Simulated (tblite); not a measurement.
Q: Give a GFN2-xTB geometry of `CC(C)[SiH2]CC(F)(F)Cl`.

A: 
```
atom  x, y, z in Å
C1    -1.6700   -1.3543   -0.3955
C2    -1.2966    0.0249    0.1480
C3    -2.4234    1.0160   -0.1285
Si4    0.3423    0.6692   -0.5872
C5     1.7244   -0.5738   -0.1251
C6     3.0555    0.0983   -0.1929
F7     4.0838   -0.7488    0.0374
F8     3.1824    1.0619    0.7433
Cl9    3.3342    0.8600   -1.7825
H10   -2.6013   -1.6992    0.0513
H11   -0.8965   -2.0864   -0.1756
H12   -1.8091   -1.3142   -1.4735
H13   -1.1941   -0.0626    1.2358
H14   -2.1791    2.0007    0.2609
H15   -3.3522    0.6857    0.3340
H16   -2.5919    1.1080   -1.1985
H17    0.2609    0.7293   -2.0498
H18    0.6720    1.9768   -0.0180
H19    1.6092   -0.9581    0.8889
H20    1.7444   -1.4228   -0.8047
```

Any rigid rotation of these coordinates is as good. Atoms count from 1 in this order. The 3 C–C bonds span 1.493 Å (C5–C6, drawn single) to 1.529 Å (C1–C2, drawn single), a spread of 0.036 Å. Si4 (SiH2 silicon) is tetrahedral (angles from 107.9° to 111.3°). Of the pairs four or more bonds apart, F8···H18 is among the closest relative to their van der Waals radii: 2.78 Å, 104 % of the sum of Bondi's values.

Bonds between heavy atoms (Å): C1–C2 1.529, C2–C3 1.526, C2–Si4 1.908, Si4–C5 1.915, C5–C6 1.493, C6–F7 1.352, C6–F8 1.349, C6–Cl9 1.785.

The geometry is computed with GFN2-xTB (gas phase).

Point group: C1 (no symmetry element, even within 0.4 Å). Its GFN2-xTB frequencies are all real (lowest 30 cm⁻¹). One conformer, not necessarily the lowest (C1–C2–Si4–C5 -60°, C2–Si4–C5–C6 -158°, Si4–C5–C6–F7 -176°).

On one thread of an Arm Neoverse N1, no GPU (shared host), this took 2.0 s of wall time. These figures are those of the optimisation.
